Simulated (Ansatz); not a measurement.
Geometry optimisation, RKS PBE0-D4/def2-mTZVP (Ansatz).

input.yaml

```yaml
crystal:
  periodic: [false, false, false]
  atoms:
    - { symbol: Sn, position_ang: [0.135117, -0.059152, 0.095715] }
    - { symbol: H, position_ang: [0.730392, 0.061724, 1.697479] }
    - { symbol: H, position_ang: [1.843692, 0.061796, 0.12325] }
    - { symbol: Cl, position_ang: [-0.915356, 1.888397, -0.647188] }
    - { symbol: H, position_ang: [-0.689945, -1.405966, -0.487855] }
basis:
  gaussian: { orbitals: def2-mTZVP }
hamiltonian:
  xc: pbe0
  dispersion: d4
relax:
  f_tol: 0.03
  max_steps: 50
```

Command:

```bash
$ ansatz run input.yaml --threads 2 --pin off --max-ram 3072MiB --backend cpu --events-out ev --progress --plain --runs-dir out
```

Problem. Where does it end, and by what steps?

Solution. The forces met the threshold. After 5 steps the energy has fallen by 1.016 eV; H2 moved furthest, 0.52 Å.

| step | energy less start (eV) | largest force component (eV/Å) | accepted |
| --- | --- | --- | --- |
| 0 | 0.0000 | 1.761 | yes |
| 1 | -0.6301 | 0.975 | yes |
| 2 | -0.9513 | 0.355 | yes |
| 3 | -1.0160 | 0.047 | yes |
| 4 | -1.0161 | 0.061 | yes |
| 5 | -1.0163 | 0.002 | yes |

```xyz
5
Properties=species:S:1:pos:R:3
Sn 0.312 -0.046 0.221
H 0.257 0.053 1.920
H 1.896 0.053 -0.397
Cl -0.805 1.865 -0.569
H -0.556 -1.378 -0.393
```

The run took 9.2 s on 2 threads of Arm Neoverse V1, on a shared host, peak memory 0.13 GiB.
